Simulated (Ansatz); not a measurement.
Z-matrix (Å, degrees):
```
C
Si 1 1.882
F 1 1.389 2 111.3
H 1 1.097 2 109.9 3 -120.2
H 1 1.096 2 111.2 3 121.0
F 2 1.598 1 109.8 3 -69.4
H 2 1.485 1 108.3 3 172.6
H 2 1.481 1 110.8 3 50.0
```

Total charge 0; spin multiplicity 1.

(1) List the PBE0/def2-TZVPP orbital energies in eV (Ansatz). (Best estimate.)

## Answers

(1) Computed: Occupied: -1803.64, -673.89, -673.85, -280.23, -145.89, -100.60, -100.52, -100.52, -33.55, -33.27, -19.90, -15.77, -14.16, -14.02, -13.41, -12.75, -12.73, -11.80, -10.18, -9.84, -8.86. Lowest empty: 0.09, 0.92, 1.05, 2.14, 2.16, 2.75, 3.80, 4.48.
